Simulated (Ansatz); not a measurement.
Calculated with Ansatz (gas phase, PBE0-D4/def2-TZVP geometries, no zero-point term in ΔE). CCSD(T)/CBS adds triple-zeta CCSD(T) − MP2 to the extrapolated MP2 energy (def2 sets, frozen cores). This one scheme is used for every species. DFT in def2-TZVPP. HSE06 is defined as in plane-wave codes. One conformer a species, not always the lowest.

Reaction (formal hydrolysis of the Si–P bond): `C[Si](C)(P)Cl` + H₂O → `C[Si](C)(O)Cl` + PH₃

| level | ΔE (kcal/mol) |
| --- | --- |
| HSE06-D4 | -18.2 |
| PBE0 | -19.5 |
| r2SCAN0 | -21.7 |
| HSE06 | -19.4 |

Q: What does CCSD(T)/CBS give? (Best estimate.)

A: The calculation gave: -20.1 kcal/mol. The listed levels differ from it by 1.9, 0.6, -1.6, 0.7 kcal/mol.

Largest T1 diagnostic among the species: 0.013.

At CCSD(T), def2-SVP lies −1.8 kcal/mol from the extrapolated value and def2-TZVPP −1.4 kcal/mol. From PBE to PBE0 (25 % exact exchange), in def2-TZVPP and without D4, ΔE moves by −0.9 kcal/mol. The D4 term adds +2.2 kcal/mol with B3LYP and +1.2 kcal/mol with PBE0; it sums over pairs of atoms, weighted by their polarisabilities, and B3LYP, whose exchange is more repulsive, gets the larger term.

B3LYP here is the variant with VWN-RPA as its local correlation; programs differ in this.
